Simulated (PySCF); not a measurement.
A structure optimised at PBE-D3(BJ)/def2-SVP, used in a PySCF frequency run:

```
C
C 1 1.3570
F 2 1.3332 1 121.33
H 2 1.1013 3 114.49 1 180.00
C 1 1.4116 2 124.96 4 180.00
C 5 1.2264 2 154.10 4 180.00
H 6 1.0811 2 162.26 4 180.00
Br 1 1.9156 2 117.50 4 0.00
```

**Question.** Write its SMILES, formula and point group.

**Answer.** C#C/C(Br)=C\F, C₄H₂BrF, Cs

**Question.** What are its rotational constants (standard atomic weights)?

**Answer.** 3.3746, 1.4506, 1.0145 GHz
